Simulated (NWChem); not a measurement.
System: SiH4Se; SMILES [SiH3][SeH]

Here is an NWChem input.

```
start job
memory heap 200 mb stack 900 mb global 1100 mb
geometry units angstroms noautoz
  Si     0.000178     1.468116     0.001336
  Se     0.061788    -0.816706     0.004561
  H     -0.699700     2.004361     1.206254
  H      1.431215     1.886259     0.019522
  H     -0.667778     2.003063    -1.222168
  H     -1.404980    -0.941722    -0.007237
end
basis spherical
  Si library aug-cc-pvdz
  Se library aug-cc-pvdz
  H library aug-cc-pvdz
end
dft
  xc b3lyp
  iterations 150
end
tddft
  nroots 6
  notriplet
end
task tddft energy
```

Parts of the log:

```
             Northwest Computational Chemistry Package (NWChem) 7.3.0
             --------------------------------------------------------

 C1  symmetry detected

                             Geometry "geometry" -> ""
                             -------------------------

 Output coordinates in angstroms (scale by  1.889725989 to convert to a.u.)

  No.       Tag          Charge          X              Y              Z
 ---- ---------------- ---------- -------------- -------------- --------------
    1 Si                  14.0000     0.01254591     1.51164255    -0.00000225
    2 Se                  34.0000     0.03330606    -0.77391794    -0.00001448
    3 H                    1.0000    -0.66810577     2.05869120     1.21105777
    4 H                    1.0000     1.45093133     1.90411455     0.00736866
    5 H                    1.0000    -0.65536362     2.06008843    -1.21754055
    6 H                    1.0000    -1.43551065    -0.87267994    -0.00036221

 Effective nuclear repulsion energy (a.u.)     158.4069256076

                                 NWChem DFT Module
                                 -----------------

 Summary of "ao basis" -> "ao basis" (spherical)
 ------------------------------------------------------------------------------
       Tag                 Description            Shells   Functions and Types
 ---------------- ------------------------------  ------  ---------------------
 Si                       aug-cc-pvdz               11       27   5s4p2d
 Se                       aug-cc-pvdz               14       36   6s5p3d
 H                        aug-cc-pvdz                5        9   3s2p

            General Information
            -------------------
          SCF calculation type: DFT
          Wavefunction type:  closed shell.
          No. of atoms     :     6
          No. of electrons :    52
           Alpha electrons :    26
            Beta electrons :    26
          Charge           :     0
          Spin multiplicity:     1
          Use of symmetry is: off; symmetry adaption is: off
          Maximum number of iterations: 150
          AO basis - number of functions:    99
                     number of shells:    45
          Convergence on energy requested:  1.00D-06
          Convergence on density requested:  1.00D-05
          Convergence on gradient requested:  5.00D-04

              XC Information
              --------------
                         B3LYP Method XC Potential
                     Hartree-Fock (Exact) Exchange  0.200
                        Slater Exchange Functional  0.800 local
                    Becke 1988 Exchange Functional  0.720 non-local
              Lee-Yang-Parr Correlation Functional  0.810
                  VWN I RPA Correlation Functional  0.190 local

             Grid Information
             ----------------
          Grid used for XC integration:  medium
          Radial quadrature: Mura-Knowles
          Angular quadrature: Lebedev.
          Tag              B.-S. Rad. Rad. Pts. Rad. Cut. Ang. Pts.
          ---              ---------- --------- --------- ---------
          Si                  1.10       88          14.0       590
          Se                  1.15      112          14.0       590
          H                   0.35       45          15.0       434
          Grid pruning is: on
          Number of quadrature shells:   380
          Spatial weights used:  Erf1

      Superposition of Atomic Density Guess
      -------------------------------------

 Sum of atomic energies:       -2690.61462674

      Non-variational initial energy
      ------------------------------

 Total energy =   -2691.124877
 1-e energy   =   -4060.479636
 2-e energy   =    1210.947833
 HOMO         =      -0.292131
 LUMO         =       0.018376

   convergence    iter        energy       DeltaE   RMS-Dens  Diis-err
 ---------------- ----- ----------------- --------- --------- ---------
 d= 0,ls=0.0,diis     1  -2693.4628331521 -2.85D+03  9.38D-03  2.53D-01
 d= 0,ls=0.0,diis     2  -2693.4790523835 -1.62D-02  3.22D-03  7.93D-02
 d= 0,ls=0.0,diis     3  -2693.4902582115 -1.12D-02  1.16D-03  1.63D-02
 d= 0,ls=0.0,diis     4  -2693.4933441405 -3.09D-03  1.67D-04  2.16D-04
 d= 0,ls=0.0,diis     5  -2693.4933800461 -3.59D-05  3.70D-05  1.35D-05
  Resetting Diis
 d= 0,ls=0.0,diis     6  -2693.4933822095 -2.16D-06  6.71D-06  1.89D-07
 d= 0,ls=0.0,diis     7  -2693.4933822485 -3.90D-08  1.87D-06  9.02D-09

         Total DFT energy =    -2693.493382248470
      One electron energy =    -4062.161920708922
           Coulomb energy =     1319.825966261663
    Exchange-Corr. energy =     -109.564353408856
 Nuclear repulsion energy =      158.406925607644

 Numeric. integr. density =       52.000031577205

                       DFT Final Molecular Orbital Analysis
                       ------------------------------------

 Vector   24  Occ=2.000000D+00  E=-3.564752D-01
              MO Center=  4.9D-01,  1.3D+00,  4.7D-03, r^2= 3.1D+00
   Bfn.  Coefficient  Atom+Function         Bfn.  Coefficient  Atom+Function
  ----- ------------  ---------------      ----- ------------  ---------------
    73      0.380410  4 H  s                 12      0.313469  1 Si px
     9      0.311672  1 Si px                91      0.180256  6 H  s
    40     -0.147446  2 Se px                92      0.139836  6 H  s
    64     -0.132268  3 H  s                 82     -0.130379  5 H  s
    32     -0.116965  2 Se s                 41     -0.112332  2 Se py

 Vector   25  Occ=2.000000D+00  E=-3.253831D-01
              MO Center= -1.9D-02, -2.0D-01,  5.7D-04, r^2= 3.1D+00
   Bfn.  Coefficient  Atom+Function         Bfn.  Coefficient  Atom+Function
  ----- ------------  ---------------      ----- ------------  ---------------
    41      0.398868  2 Se py                44      0.318328  2 Se py
    10     -0.281684  1 Si py                32     -0.213100  2 Se s
    13     -0.165978  1 Si py                40     -0.159059  2 Se px
    31     -0.145979  2 Se s                 64     -0.123061  3 H  s
    82     -0.122121  5 H  s                  4     -0.116878  1 Si s

 Vector   26  Occ=2.000000D+00  E=-2.514655D-01
              MO Center= -4.0D-02, -5.2D-01, -5.4D-04, r^2= 2.5D+00
   Bfn.  Coefficient  Atom+Function         Bfn.  Coefficient  Atom+Function
  ----- ------------  ---------------      ----- ------------  ---------------
    42      0.506755  2 Se pz                45      0.500148  2 Se pz
    64     -0.108874  3 H  s                 82      0.109411  5 H  s
    14     -0.084887  1 Si pz                19     -0.076047  1 Si d -1
    48      0.070323  2 Se pz                11     -0.043605  1 Si pz
    21     -0.028587  1 Si d  1              99      0.026688  6 H  pz

 Vector   27  Occ=0.000000D+00  E=-2.782187D-02
              MO Center= -6.9D-01, -2.6D-01, -5.2D-04, r^2= 9.2D+00
   Bfn.  Coefficient  Atom+Function         Bfn.  Coefficient  Atom+Function
  ----- ------------  ---------------      ----- ------------  ---------------
    93      0.920805  6 H  s                  5     -0.800805  1 Si s
    92      0.486883  6 H  s                 33     -0.458023  2 Se s
    75      0.378868  4 H  s                 32     -0.368848  2 Se s
    46      0.365654  2 Se px                43      0.353300  2 Se px
    16     -0.302966  1 Si py                66      0.264861  3 H  s

[...]

                                NWChem TDDFT Module
                                -------------------

            General Information
            -------------------
           No. of orbitals :     198
            Alpha orbitals :      99
             Beta orbitals :      99
        Alpha frozen cores :       0
         Beta frozen cores :       0
     Alpha frozen virtuals :       0
      Beta frozen virtuals :       0
         Spin multiplicity :       1
    Number of AO functions :      99
        Use of symmetry is : off
      Symmetry adaption is : off
         Schwarz screening :  0.10D-07

              XC Information
              --------------
                  B3LYP Method XC Potential
              Hartree-Fock (Exact) Exchange   0.20
                 Slater Exchange Functional   0.80 local
             Becke 1988 Exchange Functional   0.72 non-local
       Lee-Yang-Parr Correlation Functional   0.81
           VWN I RPA Correlation Functional   0.19 local

             TDDFT Information
             -----------------
          Calculation type : TDDFT
         Wavefunction type : Restricted singlets
          No. of electrons :      52
           Alpha electrons :      26
            Beta electrons :      26
              No. of roots :       6
          Max subspacesize :    5200
            Max iterations :     100
               Target root :       1
           Target symmetry : none
      Symmetry restriction : off
                 Algorithm : Optimal
        Davidson threshold :  0.10D-03

    6 smallest eigenvalue differences (eV)
--------------------------------------------------------
  No. Spin  Occ  Vir  Irrep   E(Occ)    E(Vir)   E(Diff)
--------------------------------------------------------
    1    1   26   27 a        -0.251    -0.028     6.086
    2    1   26   28 a        -0.251    -0.024     6.197
    3    1   26   29 a        -0.251     0.011     7.149
    4    1   26   30 a        -0.251     0.017     7.301
    5    1   26   31 a        -0.251     0.021     7.421
    6    1   26   32 a        -0.251     0.028     7.595
--------------------------------------------------------

  Entering Davidson iterations
  Restricted singlet excited states

  Iter   NTrls   NConv    DeltaV     DeltaE      Time
  ----  ------  ------  ---------  ---------  ---------
    1      6       0     0.11E+00   0.10+100       42.1
    2     18       0     0.35E-01   0.74E-02       47.1
    3     30       0     0.14E-01   0.90E-03       46.2
    4     42       0     0.61E-02   0.18E-03       46.1
    5     54       0     0.21E-02   0.23E-04       46.1
    6     66       3     0.78E-03   0.28E-05       46.5
    7     72       5     0.29E-03   0.35E-06       42.6
    8     74       5     0.12E-03   0.39E-07       39.5
    9     76       6     0.81E-04   0.56E-08       39.8
  ----  ------  ------  ---------  ---------  ---------
  Convergence criterion met

  Ground state a       -2693.493382248470 a.u.

  ----------------------------------------------------------------------------
  Root   1 singlet a              0.185832697 a.u.                5.0568 eV
  ----------------------------------------------------------------------------
     Transition Moments    X  0.00008   Y -0.00068   Z  0.26429
     Dipole Oscillator Strength                    0.0086533756
     Electric Quadrupole                           0.0000000471
     Magnetic Dipole                               0.0000005924
     Total Oscillator Strength                     0.0086540151

     Occ.   26  a   ---  Virt.   27  a   -0.85388 X
     Occ.   26  a   ---  Virt.   28  a    0.48659 X
     Occ.   26  a   ---  Virt.   29  a   -0.14281 X
     Occ.   26  a   ---  Virt.   30  a    0.05996 X
     Occ.   26  a   ---  Virt.   32  a   -0.07979 X
  ----------------------------------------------------------------------------
  Root   2 singlet a              0.190204289 a.u.                5.1757 eV
  ----------------------------------------------------------------------------
     Transition Moments    X -0.00012   Y -0.00016   Z  0.46601
     Dipole Oscillator Strength                    0.0275374020
     Electric Quadrupole                           0.0000000084
     Magnetic Dipole                               0.0000000250
     Total Oscillator Strength                     0.0275374354

     Occ.   26  a   ---  Virt.   27  a   -0.51115 X
     Occ.   26  a   ---  Virt.   28  a   -0.84165 X
     Occ.   26  a   ---  Virt.   29  a    0.13024 X
     Occ.   26  a   ---  Virt.   32  a    0.07207 X
  ----------------------------------------------------------------------------
  Root   3 singlet a              0.230445303 a.u.                6.2707 eV
  ----------------------------------------------------------------------------
     Transition Moments    X  0.00023   Y  0.00218   Z  0.11246
     Dipole Oscillator Strength                    0.0019436216
     Electric Quadrupole                           0.0000000790
     Magnetic Dipole                               0.0000005438
     Total Oscillator Strength                     0.0019442444

     Occ.   26  a   ---  Virt.   27  a   -0.06655 X
     Occ.   26  a   ---  Virt.   28  a    0.19228 X
     Occ.   26  a   ---  Virt.   29  a    0.87996 X
     Occ.   26  a   ---  Virt.   30  a   -0.41643 X
  ----------------------------------------------------------------------------
  Root   4 singlet a              0.233552074 a.u.                6.3553 eV
  ----------------------------------------------------------------------------
     Transition Moments    X  0.00123   Y -0.00000   Z -0.18972
     Dipole Oscillator Strength                    0.0056043287
     Electric Quadrupole                           0.0000001569
     Magnetic Dipole                               0.0000012753
     Total Oscillator Strength                     0.0056057609

     Occ.   26  a   ---  Virt.   29  a   -0.41460 X
     Occ.   26  a   ---  Virt.   30  a   -0.88100 X
     Occ.   26  a   ---  Virt.   32  a   -0.17346 X
     Occ.   26  a   ---  Virt.   34  a   -0.07994 X
     Occ.   26  a   ---  Virt.   38  a    0.09354 X
  ----------------------------------------------------------------------------
  Root   5 singlet a              0.242236171 a.u.                6.5916 eV
  ----------------------------------------------------------------------------
     Transition Moments    X -0.10192   Y -0.23109   Z -0.00268
     Dipole Oscillator Strength                    0.0103026098
     Electric Quadrupole                           0.0000000733
     Magnetic Dipole                               0.0000006157
     Total Oscillator Strength                     0.0103032988

     Occ.   25  a   ---  Virt.   28  a   -0.24631 X
     Occ.   26  a   ---  Virt.   31  a    0.93050 X
     Occ.   26  a   ---  Virt.   33  a   -0.24123 X
     Occ.   26  a   ---  Virt.   37  a    0.06988 X
  ----------------------------------------------------------------------------
  Root   6 singlet a              0.249478554 a.u.                6.7887 eV
  ----------------------------------------------------------------------------
     Transition Moments    X -0.00010   Y  0.00139   Z  0.03321
     Dipole Oscillator Strength                    0.0001838099
     Electric Quadrupole                           0.0000001887
     Magnetic Dipole                               0.0000000692
     Total Oscillator Strength                     0.0001840678

     Occ.   26  a   ---  Virt.   28  a   -0.09998 X
     Occ.   26  a   ---  Virt.   29  a    0.07982 X
     Occ.   26  a   ---  Virt.   30  a    0.14864 X
     Occ.   26  a   ---  Virt.   32  a   -0.96537 X
     Occ.   26  a   ---  Virt.   34  a    0.10555 X
     Occ.   26  a   ---  Virt.   36  a   -0.09447 X

              Target root =      1
          Target symmetry = none
      Ground state energy =  -2693.493382248470
        Excitation energy =      0.185832696761
     Excited state energy =  -2693.307549551710

  stored tddft:energy   -2693.3075495517096
```

Level: B3LYP/aug-cc-pVDZ, full TDDFT. All runs use the structure optimised with PBE0/def2-SVP. B3LYP is NWChem's, with the RPA form of VWN correlation.
